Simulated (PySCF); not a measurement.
Species: C3H10N2Si.
Z-matrix (Å and degrees, GFN2-xTB geometry), rows numbered from 1:
```
C 
N   1  1.2444
Si  2  1.7315  1  132.32
C   3  1.9055  2  105.27  1   105.93
N   3  1.7199  2  101.77  1  -132.46
C   5  1.4408  3  122.71  2  -167.88
H   1  1.0884  2  119.43  3  -177.07
H   1  1.0946  2  125.09  3     3.09
H   3  1.4715  2  118.19  1   -16.54
H   4  1.0861  3  110.42  2   166.76
H   4  1.0857  3  112.12  2   -73.19
H   4  1.0864  3  111.18  2    47.31
H   5  1.0085  3  117.47  2   -21.05
H   6  1.0877  5  108.83  3   -36.89
H   6  1.0968  5  112.78  3    82.96
H   6  1.0920  5  110.27  3  -155.82
```

Theory: TDDFT PBE0/def2-SVPD, vertical, gas phase, core orbitals frozen in the response (PySCF 2.14.0, density-fitted response routines).

Predict the UV-vis stick spectrum at this level.

```tsv
state	E (eV)	E (kJ/mol)	λ (nm)	f	|μ| (D)	main configurations (H = HOMO, L = LUMO)
S1	4.07	393	304.5	0.0001	0.07	H-1→L (84%), H→L (16%)
S2	4.75	458	261.0	0.0026	0.38	H→L (84%), H-1→L (16%)
S3	5.90	570	210.0	0.0059	0.51	H→L+1 (92%)
S4	6.36	614	194.8	0.0055	0.48	H→L+2 (83%), H-1→L+2 (9%)
S5	6.58	635	188.5	0.021	0.91	H-1→L+2 (78%), H-1→L+1 (9%)
S6	6.82	658	181.8	0.010	0.63	H→L+3 (62%), H-1→L+1 (23%)
```

Triplets (Tamm–Dancoff): T1 3.42 eV, H-1→L (88%), H→L (10%); T2 4.66 eV, H→L (88%), H-1→L (10%).

The lowest singlet lies at 4.07 eV (304 nm, ultraviolet) and is dark (f under 0.0005); its leading configuration is HOMO-1→LUMO (84%). The strongest level in the table is S5 at 6.58 eV (188 nm, f = 0.021). Löwdin shares by element: HOMO nitrogen 55% or more, carbon 17% or more, silicon 7% (atoms not listed hold the other 21%); LUMO carbon 42% or more, nitrogen 35% or more, hydrogen 14% or more. The listed states span 2.75 eV, and the widest gap between neighbours is 1.15 eV (S2 to S3). Weighted by f, the mean energy of these states is 6.41 eV. Orbital energies (eV): HOMO-3 -9.55, HOMO-2 -8.82, HOMO-1 -6.94, HOMO -6.48, LUMO -0.72, LUMO+1 0.74, LUMO+2 0.91. The window holds the lowest 6 singlets.

Cost: about 60 s of CPU time on one thread; the machine was shared, so the figure is rough.

One conformer stands for the species.
